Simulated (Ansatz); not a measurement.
`[CH3][SbH][OH]` + NH₃ → `[NH2][SbH][OH]` + CH₄  (ligand exchange at the Sb–C bond)

Computed with Ansatz on PBE0-D4/def2-TZVP structures; ΔE is electronic, products minus reactants. CBS: MP2 limit from def2 TZ/QZ plus the TZ coupled-cluster correction, frozen cores. This one scheme is used for every species. DFT in def2-TZVPP. B3LYP here is the variant with VWN-RPA as its local correlation; programs differ in this. HSE06 is defined as in plane-wave codes. def2 core potentials past Kr. For Sb outer-core shells are correlated without core-valence functions, which leaves a few kJ/mol of doubt a bond. One conformer a species, not always the lowest.

`[CH3][SbH][OH]`:

Z-matrix (Å, degrees):
```
C
Sb 1 2.142
H 1 1.090 2 109.7
H 1 1.091 2 110.0 3 120.4
H 1 1.090 2 108.1 3 -119.7
O 2 1.977 1 93.0 3 83.6
H 2 1.720 1 92.6 3 178.5
H 6 0.960 2 110.4 1 -143.6
```

NH₃:

Z-matrix (Å, degrees):
```
N
H 1 1.013
H 1 1.013 2 107.1
H 1 1.013 2 107.1 3 -114.5
```

`[NH2][SbH][OH]`:

Cartesian coordinates in Å:
```
N 0.512 -0.518 1.009
Sb -0.072 -0.517 -0.913
O -1.292 1.026 -0.813
H 0.655 -1.422 1.433
H 1.218 0.136 1.308
H 1.154 0.542 -1.477
H -2.174 0.752 -0.548
```

CH₄:

```xyz
5

C     0.000    0.000    0.000
H    -0.657   -0.869    0.017
H     0.716   -0.102   -0.815
H     0.535    0.070    0.947
H    -0.594    0.901   -0.150
```

```csv
level,ΔE (kcal/mol),difference from CCSD(T)/CBS
r2SCAN0-D4,-5.1,-0.4
HSE06-D4,-4.7,0.0
BHLYP-D4,-5.8,-1.1
CAM-B3LYP-D4,-6.4,-1.7
B3LYP,-6.3,-1.6
r2SCANh,-5.6,-0.9
CCSD(T)/def2-SVP,-4.5,0.2
CCSD/def2-TZVPP,-4.5,0.2
HF/def2-QZVPP,-6.2,-1.5
SCS-MP2/def2-QZVPP,-5.3,-0.6
CCSD(T)/CBS,-4.7,0
```

Largest T1 diagnostic among the species: 0.014.

From BLYP to BHLYP (50 % exact exchange), in def2-TZVPP and without D4, ΔE moves by +0.8 kcal/mol. Leaving LDA and LC-ωPBE aside and taking each functional with its dispersion term where it has one, the values, not all of them listed here, spread over 1.9 kcal/mol, from B97M-V to HSE06-D4. In def2-TZVPP, CCSD(T) changes the Hartree–Fock value by +1.5 kcal/mol (the triples alone add −0.0 kcal/mol) and MP2 by +1.3 kcal/mol.
